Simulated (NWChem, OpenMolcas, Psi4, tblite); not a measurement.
## SnCl2F2 (SMILES [F][Sn]([F])([Cl])[Cl]): the energy, rung by rung

SnCl2F2 has 5 atoms, charge 0, and is taken as a singlet. As SMILES, `[F][Sn]([F])([Cl])[Cl]`. Geometry: relaxed at PBE0-D4/def2-TZVP.

```xyz
5

F    -0.1360   -0.3185    1.8715
Sn    0.0316   -0.0366    0.0136
F     1.5090   -1.0802   -0.5231
Cl   -1.8377   -0.7930   -1.0300
Cl    0.4830    2.1547   -0.3734
```

Each level gives the energy change with the Sn2–Cl4 bond stretched from 2.271 to 4.087 Å (eV). The values are calculated.

```csv
level,kind,program,value (eV),CPU time (all runs)
GFN1-xTB,semi-empirical,tblite,2.91,under 2 s
HF/def2-SVP (core potential) (restricted),Hartree–Fock,NWChem,5.20,51 s
SVWN5/def2-SVP (core potential) (restricted),LDA,OpenMolcas,3.71,56 s
revPBE/def2-SVP (core potential) (restricted),GGA,OpenMolcas,3.19,73 s
TPSS/def2-SVP (core potential) (restricted),meta-GGA,OpenMolcas,3.42,1.9 min
BHLYP/def2-SVP (core potential) (restricted),global hybrid,OpenMolcas,4.43,54 s
"wB97X-D/def2-SVP (density fitting, core potential) (restricted)",range-separated hybrid,Psi4,4.32,26 s
B2PLYP/def2-SVP (core potential) (restricted),double hybrid,OpenMolcas,3.83,48 s
MP2/def2-SVP (core potential) (restricted),perturbation theory,OpenMolcas,4.28,25 s
```

The first shape isn't each level's own minimum. The values span 2.91 to 5.20 eV. In the correlated wave-function rows the outer d shell of Sn is correlated, in sets not made for it. Times are those of the runs behind each value, whatever else they computed, on shared processors of several kinds: orders of magnitude only.
